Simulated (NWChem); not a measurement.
System: SnH3O2F; SMILES [SnH]([OH])([F])[OH]

Output (shortened):

```
             Northwest Computational Chemistry Package (NWChem) 7.3.0
             --------------------------------------------------------

 C1  symmetry detected

                             Geometry "geometry" -> ""
                             -------------------------

 Output coordinates in angstroms (scale by  1.889725989 to convert to a.u.)

  No.       Tag          Charge          X              Y              Z
 ---- ---------------- ---------- -------------- -------------- --------------
    1 Sn                  50.0000     0.00058243    -0.03324362    -0.25186634
    2 O                    8.0000    -0.19513745    -1.81673390     0.54044395
    3 O                    8.0000     1.61484646     0.83261663     0.46995548
    4 F                    9.0000    -1.41045729     1.09782316     0.44552390
    5 H                    1.0000    -0.10157497    -0.14901423    -1.93782777
    6 H                    1.0000     0.02915788    -1.82789386     1.47898035
    7 H                    1.0000     1.37973911     1.63161862     0.95925408

 Effective nuclear repulsion energy (a.u.)     429.3741627852

 Summary of "ao basis" -> "ao basis" (spherical)
 ------------------------------------------------------------------------------
       Tag                 Description            Shells   Functions and Types
 ---------------- ------------------------------  ------  ---------------------
 Sn                         def2-svp                10       26   4s4p2d
 O                          def2-svp                 6       14   3s2p1d
 F                          def2-svp                 6       14   3s2p1d
 H                          def2-svp                 3        5   2s1p

            General Information
            -------------------
          SCF calculation type: DFT
          Wavefunction type:  closed shell.
          No. of atoms     :     7
          No. of electrons :    50
           Alpha electrons :    25
            Beta electrons :    25
          Charge           :     0
          Spin multiplicity:     1
          Use of symmetry is: off; symmetry adaption is: off
          Maximum number of iterations: 150
          AO basis - number of functions:    83
                     number of shells:    37
          Convergence on energy requested:  1.00D-06
          Convergence on density requested:  1.00D-05
          Convergence on gradient requested:  5.00D-04

              XC Information
              --------------
          PerdewBurkeErnzerhof Exchange Functional  1.000
            Perdew 1991 LDA Correlation Functional  1.000 local
           PerdewBurkeErnz. Correlation Functional  1.000 non-local

             Grid Information
             ----------------
          Grid used for XC integration:  medium
          Radial quadrature: Mura-Knowles
          Angular quadrature: Lebedev.
          Tag              B.-S. Rad. Rad. Pts. Rad. Cut. Ang. Pts.
          ---              ---------- --------- --------- ---------
          Sn                  1.45      123           8.0       590
          O                   0.60       49          10.0       434
          F                   0.50       49          10.0       434
          H                   0.35       45          10.0       434
          Grid pruning is: on
          Number of quadrature shells:   405
          Spatial weights used:  Erf1

      Superposition of Atomic Density Guess
      -------------------------------------

 Sum of atomic energies:        -499.26839914

      Non-variational initial energy
      ------------------------------

 Total energy =    -463.843030
 1-e energy   =   -1159.477869
 2-e energy   =     476.375291
 HOMO         =      -0.435363
 LUMO         =      -0.042213

   convergence    iter        energy       DeltaE   RMS-Dens  Diis-err
 ---------------- ----- ----------------- --------- --------- ---------
 d= 0,ls=0.0,diis     1   -465.7921959148 -6.85D+02  3.69D-02  1.42D+00
 d= 0,ls=0.0,diis     2   -465.0744940878  7.18D-01  2.44D-02  8.62D+00
 d= 0,ls=0.0,diis     3   -465.9719130506 -8.97D-01  2.42D-03  2.70D-02
 d= 0,ls=0.0,diis     4   -465.9704289217  1.48D-03  1.75D-03  4.09D-02
 d= 0,ls=0.0,diis     5   -465.9742523683 -3.82D-03  4.71D-04  3.67D-03
  Resetting Diis
 d= 0,ls=0.0,diis     6   -465.9746294638 -3.77D-04  9.71D-05  4.79D-05
 d= 0,ls=0.0,diis     7   -465.9746327710 -3.31D-06  1.41D-04  3.30D-05
 d= 0,ls=0.0,diis     8   -465.9746131378  1.96D-05  1.02D-04  2.35D-04
 d= 0,ls=0.0,diis     9   -465.9746359554 -2.28D-05  4.46D-06  1.39D-07
 d= 0,ls=0.0,diis    10   -465.9746359681 -1.27D-08  1.69D-06  4.25D-08

         Total DFT energy =     -465.974635968101
      One electron energy =    -1162.185172811857
           Coulomb energy =      523.577887300632
    Exchange-Corr. energy =      -46.626898534231
 Nuclear repulsion energy =      219.259548077355

 Numeric. integr. density =       50.000004645358

                       DFT Final Molecular Orbital Analysis
                       ------------------------------------

 Vector   23  Occ=2.000000D+00  E=-2.843294D-01
              MO Center=  5.6D-01,  4.3D-01,  4.2D-01, r^2= 3.6D+00
   Bfn.  Coefficient  Atom+Function         Bfn.  Coefficient  Atom+Function
  ----- ------------  ---------------      ----- ------------  ---------------
    44      0.446533  3 O  px                47      0.323645  3 O  px
    58     -0.277966  4 F  px                31      0.226726  2 O  py
    61      0.199861  4 F  px                59     -0.190817  4 F  py
    34      0.159523  2 O  py                62      0.135133  4 F  py
    12     -0.123988  1 Sn py                46      0.112510  3 O  pz

[...]
```

Level: PBE/def2-SVP with def2 effective core potentials on Sn, vertical spin-unrestricted ions. All runs use the structure optimised with PBE0/def2-SVP. No frequency run checked for a minimum. def2 effective core potentials on Sn; no spin-orbit coupling.

Q: Write an input that gives this output.

A: Several could match; the one computed here: the input that was run:
```
start job
memory heap 200 mb stack 900 mb global 1100 mb
geometry units angstroms noautoz
  Sn    -0.012797    -0.022273    -0.275010
  O     -0.615806    -1.684435     0.573811
  O      1.836564     0.364692     0.278805
  F     -0.988895     1.452190     0.518646
  H     -0.298268    -0.102516    -1.941855
  H     -0.317353    -1.758525     1.488535
  H      1.875818     1.196687     0.768025
end
basis spherical
  * library def2-svp
end
ecp
  Sn library def2-ecp
end
dft
  xc xpbe96 cpbe96
  iterations 150
  vectors input atomic output neutral.movecs
end
task dft energy
charge 1
dft
  odft
  mult 2
  vectors input atomic output cation.movecs
end
task dft energy
```
